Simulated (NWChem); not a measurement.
silicon dioxide molecule (SiO2); SMILES O=[Si]=O

Program: NWChem. Pople sets run with spherical d functions. The level has its own optimisation; frequencies are unscaled.

Problem. What does the run give for Hartree-Fock/6-31G*? Quantities: r O–Si (Å); highest harmonic frequency (cm⁻¹); lowest (cm⁻¹); zero-point energy (kcal/mol).

Solution. The r O–Si (Å) is 1.483 and the highest harmonic frequency (cm⁻¹) is 1602. The lowest (cm⁻¹) comes out as 336 and the zero-point energy (kcal/mol) is 4.8.
